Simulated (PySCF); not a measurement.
C$_{2}$H$_{5}$O (SMILES [CH2]OC), doublet, at a GFN2-xTB geometry; B3LYP/cc-pVDZ in PySCF.

Here is a job for PySCF.
```python
from pyscf import gto, scf, dft

mol = gto.M(
    atom='''
C     0.031253    1.181916   -0.338547
O     0.244578    0.109335    0.472470
C    -0.155948   -1.132882   -0.040575
H     0.251414    2.121788    0.125724
H    -0.688309    1.107007   -1.134827
H     0.026173   -1.870495    0.739352
H    -1.220492   -1.130349   -0.301951
H     0.422761   -1.396837   -0.933325
''',
    basis='cc-pvdz',
    charge=0,
    spin=1,
    verbose=4,
)

mf = dft.UKS(mol)
mf.xc = 'b3lyp'
mf.grids.radi_method = dft.radi.mura_knowles
mf.kernel()
mf.analyze()
```

Output, abridged:

```
PySCF version 2.14.0

[INPUT] verbose = 4
[INPUT] num. atoms = 8
[INPUT] num. electrons = 25
[INPUT] charge = 0
[INPUT] spin (= nelec alpha-beta = 2S) = 1
[INPUT] symmetry False subgroup None
[INPUT] Mole.unit = angstrom
[INPUT] Symbol           X                Y                Z      unit          X                Y                Z       unit  Magmom
[INPUT]  1 C      0.031253000000   1.181916000000  -0.338547000000 AA    0.059059610571   2.233497542241  -0.639761110293 Bohr   0.0
[INPUT]  2 O      0.244578000000   0.109335000000   0.472470000000 AA    0.462185436094   0.206613205829   0.892838902073 Bohr   0.0
[INPUT]  3 C     -0.155948000000  -1.132882000000  -0.040575000000 AA   -0.294699009674  -2.140836711450  -0.076675637504 Bohr   0.0
[INPUT]  4 H      0.251414000000   2.121788000000   0.125724000000 AA    0.475103603881   4.009598214389   0.237583927285 Bohr   0.0
[INPUT]  5 H     -0.688309000000   1.107007000000  -1.134827000000 AA   -1.300715499073   2.091940047976  -2.144512228762 Bohr   0.0
[INPUT]  6 H      0.026173000000  -1.870495000000   0.739352000000 AA    0.049459801858  -3.534723267368   1.397172789649 Bohr   0.0
[INPUT]  7 H     -1.220492000000  -1.130349000000  -0.301951000000 AA   -2.306395617223  -2.136050035176  -0.570604693039 Bohr   0.0
[INPUT]  8 H      0.422761000000  -1.396837000000  -0.933325000000 AA    0.798902506147  -2.639639370659  -1.763728635210 Bohr   0.0

nuclear repulsion = 77.5474144987507
number of shells = 30
number of NR pGTOs = 113
number of NR cGTOs = 67
basis = cc-pvdz
ecp = {}

******** <class 'pyscf.dft.uks.UKS'> ********
method = UKS
initial guess = minao
damping factor = 0
level_shift factor = 0
DIIS = <class 'pyscf.scf.diis.CDIIS'>
diis_start_cycle = 1
diis_space = 8
diis_damp = 0
SCF conv_tol = 1e-09
SCF conv_tol_grad = None
SCF max_cycles = 50
direct_scf = True
direct_scf_tol = 1e-13
number electrons alpha = 13  beta = 12
XC library pyscf.dft.libxc version 7.1.2
    S. Lehtola, C. Steigemann, M. J. T. Oliveira, and M. A. L. Marques,  SoftwareX 7, 1–5 (2018)
XC functionals = b3lyp
    P. J. Stephens, F. J. Devlin, C. F. Chabalowski, and M. J. Frisch,  J. Phys. Chem. 98, 11623 (1994)
radial grids: Mura-Knowles [JCP 104, 9848 (1996); DOI:10.1063/1.471749] log3 quadrature radial grids
becke partition: Becke, JCP 88, 2547 (1988); DOI:10.1063/1.454033
pruning grids: <function nwchem_prune>
grids dens level: 3
symmetrized grids: False
atomic radii adjust function: <function treutler_atomic_radii_adjust>
small_rho_cutoff = 0
Set gradient conv threshold to 3.16228e-05
tot grids = 87472
init E= -154.554671865133

cycle= 1 E= -154.326558750086  delta_E= 0.228  |g|= 0.326  |ddm|= 1.79
cycle= 2 E= -154.259915436447  delta_E= 0.0666  |g|= 0.533  |ddm|= 0.658
cycle= 3 E= -154.367197341787  delta_E= -0.107  |g|= 0.0547  |ddm|= 0.43
cycle= 4 E= -154.368385776443  delta_E= -0.00119  |g|= 0.0168  |ddm|= 0.0541
cycle= 5 E= -154.368543872483  delta_E= -0.000158  |g|= 0.00406  |ddm|= 0.0185
cycle= 6 E= -154.368553737224  delta_E= -9.86e-06  |g|= 0.001  |ddm|= 0.00501
cycle= 7 E= -154.368554454449  delta_E= -7.17e-07  |g|= 0.000649  |ddm|= 0.00153
cycle= 8 E= -154.368554703571  delta_E= -2.49e-07  |g|= 0.000134  |ddm|= 0.000723
cycle= 9 E= -154.368554716011  delta_E= -1.24e-08  |g|= 2.74e-05  |ddm|= 0.000173
cycle= 10 E= -154.368554716716  delta_E= -7.05e-10  |g|= 4.94e-06  |ddm|= 4.6e-05
Extra cycle  E= -154.368554716739  delta_E= -2.3e-11  |g|= 2.46e-06  |ddm|= 9.35e-06
converged SCF energy = -154.368554716739  <S^2> = 0.75307949  2S+1 = 2.0030771
**** SCF Summaries ****
Total Energy =                        -154.368554716738572
Nuclear Repulsion Energy =              77.547414498750655
One-electron Energy =                 -362.263276650568514
Two-electron Energy =                  130.347307435079273
Two-electron Coulomb Energy =          151.650199886875555
DFT Exchange-Correlation Energy =      -21.302892451796275
**** MO energy ****
                             alpha | beta                alpha | beta
MO #1   energy= -19.1712958599231  | -19.1657297251395  occ= 1 | 1
MO #2   energy= -10.2362486298373  | -10.2364549873808  occ= 1 | 1
MO #3   energy= -10.218855293838   | -10.206306147603   occ= 1 | 1
MO #4   energy= -1.06728616402062  | -1.0550727475025   occ= 1 | 1
MO #5   energy= -0.731271712604843 | -0.722177860336346 occ= 1 | 1
MO #6   energy= -0.627666230935246 | -0.607934050927795 occ= 1 | 1
MO #7   energy= -0.495321450728615 | -0.488011669322998 occ= 1 | 1
MO #8   energy= -0.487295415421669 | -0.48066935929977  occ= 1 | 1
MO #9   energy= -0.468146351474878 | -0.454749832997027 occ= 1 | 1
MO #10  energy= -0.393768429940488 | -0.389197049296335 occ= 1 | 1
MO #11  energy= -0.345509577785628 | -0.329776842204915 occ= 1 | 1
MO #12  energy= -0.331387830730839 | -0.307768236931035 occ= 1 | 1
MO #13  energy= -0.168438991552071 | -0.0266807208248152 occ= 1 | 0
MO #14  energy= 0.0684060902788337 | 0.0700173273235749 occ= 0 | 0
MO #15  energy= 0.105686440568603  | 0.112544980991461  occ= 0 | 0
MO #16  energy= 0.121283775112488  | 0.123993496270362  occ= 0 | 0
MO #17  energy= 0.12833684717156   | 0.132079168472885  occ= 0 | 0
MO #18  energy= 0.136402708930052  | 0.141384044855474  occ= 0 | 0
MO #19  energy= 0.152879541194836  | 0.158204513302392  occ= 0 | 0
MO #20  energy= 0.251382726642035  | 0.260011707215849  occ= 0 | 0
MO #21  energy= 0.428366123513215  | 0.435789464794437  occ= 0 | 0

To work with the spin densities directly, `use mulliken_meta_spin()` only printing them here.

 ** Mulliken spin pop alpha/beta on meta-lowdin orthogonal AOs **
 ** Mulliken Spin Density (per AO)  **
spin_pop of  0 C 1s       -0.00001
spin_pop of  0 C 2s        0.05542
spin_pop of  0 C 3s        0.00068
spin_pop of  0 C 2px       0.53557
spin_pop of  0 C 2py       0.01893
spin_pop of  0 C 2pz       0.23944
spin_pop of  0 C 3px       0.00518
spin_pop of  0 C 3py       0.00008
spin_pop of  0 C 3pz       0.00251
spin_pop of  0 C 3dxy      0.00011
spin_pop of  0 C 3dyz     -0.00006
spin_pop of  0 C 3dz^2     0.00012
spin_pop of  0 C 3dxz     -0.00063
spin_pop of  0 C 3dx2-y2   -0.00026
spin_pop of  1 O 1s       -0.00000
spin_pop of  1 O 2s        0.00477
spin_pop of  1 O 3s        0.00011
spin_pop of  1 O 2px       0.12085
spin_pop of  1 O 2py      -0.00041
spin_pop of  1 O 2pz       0.04024
spin_pop of  1 O 3px       0.00068
spin_pop of  1 O 3py       0.00015
spin_pop of  1 O 3pz       0.00026
spin_pop of  1 O 3dxy      0.00013
spin_pop of  1 O 3dyz      0.00002
spin_pop of  1 O 3dz^2    -0.00006
spin_pop of  1 O 3dxz     -0.00003
spin_pop of  1 O 3dx2-y2   -0.00003
spin_pop of  2 C 1s        0.00000
spin_pop of  2 C 2s       -0.00133
spin_pop of  2 C 3s        0.00002
spin_pop of  2 C 2px      -0.00174
spin_pop of  2 C 2py      -0.00453
spin_pop of  2 C 2pz      -0.00156
spin_pop of  2 C 3px       0.00035
spin_pop of  2 C 3py       0.00018
spin_pop of  2 C 3pz       0.00002
spin_pop of  2 C 3dxy      0.00008
spin_pop of  2 C 3dyz     -0.00001
spin_pop of  2 C 3dz^2     0.00009
spin_pop of  2 C 3dxz      0.00002
spin_pop of  2 C 3dx2-y2    0.00003
spin_pop of  3 H 1s       -0.02160
spin_pop of  3 H 2s        0.00029
spin_pop of  3 H 2px       0.00055
spin_pop of  3 H 2py      -0.00005
spin_pop of  3 H 2pz       0.00006
spin_pop of  4 H 1s       -0.01929
spin_pop of  4 H 2s        0.00014
spin_pop of  4 H 2px       0.00033
spin_pop of  4 H 2py       0.00002
spin_pop of  4 H 2pz       0.00041
spin_pop of  5 H 1s       -0.00061
spin_pop of  5 H 2s       -0.00000
spin_pop of  5 H 2px      -0.00000
spin_pop of  5 H 2py       0.00001
spin_pop of  5 H 2pz      -0.00000
spin_pop of  6 H 1s        0.00912
spin_pop of  6 H 2s        0.00048
spin_pop of  6 H 2px      -0.00001
spin_pop of  6 H 2py      -0.00001
spin_pop of  6 H 2pz      -0.00000
spin_pop of  7 H 1s        0.01369
spin_pop of  7 H 2s        0.00113
spin_pop of  7 H 2px       0.00001
spin_pop of  7 H 2py      -0.00001
spin_pop of  7 H 2pz      -0.00002
 ** Mulliken Spin Density (per atom)  **
spin density of  0 C =      0.85707
spin density of  1 O =      0.16668
spin density of  2 C =     -0.00838
spin density of  3 H =     -0.02075
spin density of  4 H =     -0.01838
spin density of  5 H =     -0.00061
spin density of  6 H =      0.00958
spin density of  7 H =      0.01479
 ** Mulliken pop alpha/beta on meta-lowdin orthogonal AOs **
 ** Mulliken pop       alpha | beta **
In total            13.00000 | 12.00000
 ** Mulliken atomic charges   ( Nelec_alpha | Nelec_beta ) **
charge of  0C =     -0.12544  (     3.49126      2.63418 )
charge of  1O =     -0.29990  (     4.23329      4.06661 )
charge of  2C =     -0.06808  (     3.02985      3.03823 )
charge of  3H =      0.11163  (     0.43381      0.45456 )
charge of  4H =      0.08953  (     0.44605      0.46443 )
charge of  5H =      0.11303  (     0.44318      0.44379 )
charge of  6H =      0.08798  (     0.46080      0.45122 )
charge of  7H =      0.09125  (     0.46177      0.44698 )
Dipole moment(X, Y, Z, Debye): -0.74455, -0.82633, -0.57964
```
